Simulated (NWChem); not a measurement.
Molecule: C2H4BFO2; SMILES FB1OCCO1

```xyz
10

F      0.0000     0.0000    -2.0862
B      0.0000     0.0000    -0.7694
O     -0.0492    -1.1443    -0.0350
C      0.0699    -0.7690     1.3266
C     -0.0699     0.7690     1.3266
O      0.0492     1.1443    -0.0350
H     -0.7104    -1.2671     1.9221
H      1.0507    -1.0980     1.7091
H      0.7104     1.2671     1.9221
H     -1.0507     1.0980     1.7091
```
Atoms are numbered in this order, from 1.

All runs: NWChem. Pople sets run with spherical d functions. The geometry was optimised at PBE0/def2-SVP. Ions are spin-unrestricted doublets at the neutral geometry; other ion states weren't tried. Functional: LC-ωPBE (HJS hole) with 6-31G*; rows give the range parameter ω in 1/bohr.

| range parameter (1/bohr) | vertical ionisation energy, ΔSCF (eV) | −ε(HOMO) (eV) | ΔSCF minus −ε(HOMO) (eV) |
|---|---|---|---|
| 0.05 | 9.96 | 7.19 | 2.77 |
| 0.15 | 10.10 | 8.58 | 1.52 |
| 0.25 | 10.40 | 9.69 | 0.71 |
| 0.60 | ? | ? | ? |
| 0.80 | 11.78 | 12.47 | -0.69 |

Task: What belongs in the gaps?

Result: 
- 0.60, vertical ionisation energy, ΔSCF (eV): 11.48
- 0.60, −ε(HOMO) (eV): 11.90
- 0.60, ΔSCF minus −ε(HOMO) (eV): -0.42
